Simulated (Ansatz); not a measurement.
System: sum formula HBO (charge 0, singlet). 
Geometry from a B3LYP-D3(BJ)/def2-TZVP (Ansatz, a quantum-chemistry and plane-wave program) optimisation:
```
O
H 1 0.9660
B 1 1.2954 2 125.16
```
Charge 0, spin multiplicity 1.

Basis-set convergence of Hartree-Fock and CCSD correlation energies (hartree) with Ansatz. Correlated levels leave the core frozen unless marked. No spin-orbit coupling. No relativistic terms.

| basis | functions | E(HF) | E(corr, CCSD) |
|---|---|---|---|
| cc-pVDZ | 33 | -100.10721 | -0.26868 |
| cc-pVTZ | 74 | -100.14157 | -0.32817 |
| cc-pVQZ | 140 | -100.14941 | -0.34872 |
| cc-pV5Z | 237 | -100.15119 | -0.35578 |

Extrapolating the two largest sets (X = 4 and 5) as X^-3: E(corr) = (125·(-0.35578) - 64·(-0.34872))/61 = -0.3632 Eh, an estimate of the basis-set limit. The largest set recovers 98.0 % of it, the smallest 74.0 %.
